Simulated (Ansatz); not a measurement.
C2H3B, SMILES `BC#C` (charge 0, multiplicity 1).

All values below come from PBE/cc-pVTZ // B3LYP-D3(BJ)/def2-TZVP run with Ansatz (an electronic-structure program).

Ansatz 0.2 input:
```yaml
crystal:
  periodic: [false, false, false]
  atoms:
    - { symbol: B, position_ang: [-1.123189, 0.146098, -0.345996] }
    - { symbol: C, position_ang: [0.364237, -0.047668, -0.354105] }
    - { symbol: C, position_ang: [1.563682, -0.20337, -0.363123] }
    - { symbol: H, position_ang: [-1.815346, -0.548299, -1.019458] }
    - { symbol: H, position_ang: [-1.607908, 0.993852, 0.333112] }
    - { symbol: H, position_ang: [2.618516, -0.340618, -0.371412] }
basis:
  gaussian: { orbitals: cc-pVTZ }
hamiltonian:
  xc: pbe
```

Output:

```
Functional definition: PBE
720 factors; their error is unknown
mean field evaluation 1: about -2787.3182 eV, gradient 4.9e1 eV
mean field evaluation 2: about -2780.7192 eV, gradient 6.7e1 eV
mean field evaluation 4: about -2793.3717 eV, gradient 6.4e0 eV
mean field evaluation 8: about -2793.4492 eV, gradient 2.8e-1 eV
mean field -2793.44934197 eV, -102.6573698494 hartree, gradient 8.8e-5 eV, S^2 0.000000; 0 other end points of the search recorded, 0 dependent functions left out
reference -2793.44937610 eV, -102.6573711037 hartree; 10, 10 occupied and 122, 122 virtual orbitals, 720 factors
Total energy: -2793.44937610 eV, -102.6573711037 hartree
```
